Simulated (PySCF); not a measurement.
Job for PySCF: D3(BJ) and D4 dispersion corrections on CH6O2 (a complex), monomers drawn apart or pushed together.

```python
from pyscf import gto
from pyscf.dispersion import dftd3, dftd4

mol = gto.M(
    atom='''
    O    -0.11369052    0.04845715   -0.30979126
    H     0.66019627   -0.16211307   -0.84043802
    H     0.09777243   -0.25650983    0.58883937
    C     0.20136095    0.75448819    2.86050062
    O     0.33432365   -0.53482467    2.25756972
    H    -0.78622784    1.18568831    2.67722201
    H     0.94993746    1.39307442    2.39655995
    H     0.38919550    0.71076346    3.93669492
    H    -0.33173338   -1.12426784    2.62621835
    ''',
    basis='def2-svp',
    charge=0, spin=0, verbose=0, max_memory=1800)
d3, d4 = {}, {}
for xc in ['hf', 'pbe', 'blyp', 'revpbe', 'tpss', 'r2scan', 'b3lyp', 'pbe0', 'bhlyp', 'camb3lyp', 'b2plyp']:
    d3[xc] = float(dftd3.DFTD3Dispersion(mol, xc=xc, version='d3bj', atm=False).get_dispersion()['energy'])
    print(f'D3(BJ) {xc:10s} {d3[xc]:14.8f} Eh')
for xc in ['hf', 'pbe', 'blyp', 'revpbe', 'tpss', 'r2scan', 'b3lyp', 'pbe0', 'bhlyp', 'camb3lyp', 'b2plyp']:
    d4[xc] = float(dftd4.DFTD4Dispersion(mol, xc={'camb3lyp': 'cam-b3lyp'}.get(xc, xc), atm=True).get_dispersion()['energy'])
    print(f'D4     {xc:10s} {d4[xc]:14.8f} Eh')
```

Output:

```
D3(BJ) hf            -0.02924938 Eh
D3(BJ) pbe           -0.00352334 Eh
D3(BJ) blyp          -0.00699682 Eh
D3(BJ) revpbe        -0.00938575 Eh
D3(BJ) tpss          -0.00425545 Eh
D3(BJ) r2scan        -0.00097217 Eh
D3(BJ) b3lyp         -0.00564791 Eh
D3(BJ) pbe0          -0.00288846 Eh
D3(BJ) bhlyp         -0.00413691 Eh
D3(BJ) camb3lyp      -0.00238421 Eh
D3(BJ) b2plyp        -0.00244070 Eh
D4     hf            -0.01136616 Eh
D4     pbe           -0.00289477 Eh
D4     blyp          -0.00651346 Eh
D4     revpbe        -0.01081161 Eh
D4     tpss          -0.00391696 Eh
D4     r2scan        -0.00076625 Eh
D4     b3lyp         -0.00454441 Eh
D4     pbe0          -0.00241164 Eh
D4     bhlyp         -0.00294725 Eh
D4     camb3lyp      -0.00237137 Eh
D4     b2plyp        -0.00202529 Eh
```

The run finished.

Cost: about 0.04 core-seconds (a rough figure).
